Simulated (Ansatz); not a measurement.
Reaction (ligand exchange at the Si–S bond): `[SiH3]O[SiH](S)Cl` + NH₃ → `N[SiH](Cl)O[SiH3]` + H₂S

Program: Ansatz. Geometries: PBE0-D4/def2-TZVP. ΔE: electronic, gas phase. CBS: MP2 limit from def2 TZ/QZ plus the TZ coupled-cluster correction, frozen cores. This one scheme is used for every species. DFT in def2-TZVPP. B3LYP here is the variant with VWN-RPA as its local correlation; programs differ in this. Each species was taken in one conformer, which may not be the lowest.

| level | ΔE (kJ/mol) | difference from CCSD(T)/CBS |
| --- | --- | --- |
| PBE-D4 | 1.9 | 8.8 |
| PBE0-D4 | -1.6 | 5.3 |
| B3LYP-D4 | -7.7 | -0.8 |
| PBE | -0.3 | 6.6 |
| B3LYP | -11.5 | -4.6 |
| HF/def2-QZVPP | -21.6 | -14.7 |
| MP2/def2-QZVPP | -4.9 | 2.0 |
| SCS-MP2/def2-QZVPP | -8.7 | -1.8 |
| HF/CBS(def2) | -21.8 | -14.9 |
| MP2/CBS(def2) | -3.5 | 3.4 |
| CCSD(T)/CBS | -6.9 | 0 |

Largest T1 diagnostic among the species: 0.011.

The D4 term adds +3.8 kJ/mol with B3LYP and +2.2 kJ/mol with PBE0; it sums over pairs of atoms, weighted by their polarisabilities, and B3LYP, whose exchange is more repulsive, gets the larger term. From PBE to PBE0 (25 % exact exchange), in def2-TZVPP and without D4, ΔE moves by −3.5 kJ/mol.
